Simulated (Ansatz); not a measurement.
**Energy profile**

The step: GeClF + HCl → GeCl₂ + HF; bonds formed: Ge1–Cl4, F2–H3; bonds broken: Ge1–F2, H3–Cl4 (atoms numbered as in the saddle structure below).

Ge1  (0.186, -0.805, 0.882)
F2  (-0.405, -0.815, -0.966)
H3  (-0.881, 0.330, -0.693)
Cl4  (-1.086, 1.351, 0.325)
Cl5  (2.186, -0.061, 0.451)
(Å)

Electronic energies by CCSD(T) at an estimated basis limit (MP2 extrapolated from triple and quadruple zeta, plus CCSD(T) − MP2 in triple zeta), on PBE0-D4/def2-TZVP structures; GeHCl$_{2}$F, closed shell; no counterpoise correction. Ansatz 0.2.0; basis: def2-TZVPP and def2-QZVPP; cores frozen in the correlated methods. Filled d shells of the heavier atoms are correlated. The def2 sets are not built for correlating such inner shells, so the correlated values are less sure here. Extrapolation: Hartree–Fock as exp(−7.88 √X), correlation as X^−2.97.

**Question.** Give the profile in kcal/mol, counted from the separated reactants. (Judge from chemistry; the value comes from the calculation.)

**Answer.** The calculation gives:
```json
{"point": "separated: GeClF (linked as [F][Ge][Cl]; Ge1, F2, Cl5; singlet) + HCl (H3, Cl4; singlet)", "kcal/mol": "0.00"}
{"point": "start structure", "kcal/mol": "-4.62"}
{"point": "saddle", "kcal/mol": "3.81"}
{"point": "end structure", "kcal/mol": "-7.49"}
{"point": "separated: GeCl$_{2}$ (linked as [Cl][Ge][Cl]; Ge1, Cl4, Cl5; singlet) + HF (F2, H3; singlet)", "kcal/mol": "-2.21"}
```

T1 diagnostic: at most 0.014.

For scale, one of the runs: CCSD(T)/def2-TZVPP, 177 basis functions (an equivalent command: `ansatz run in.yaml --threads 4`). The run took 48 s on 4 CPU threads (shared host), with 1.6 GiB of host memory at its peak.
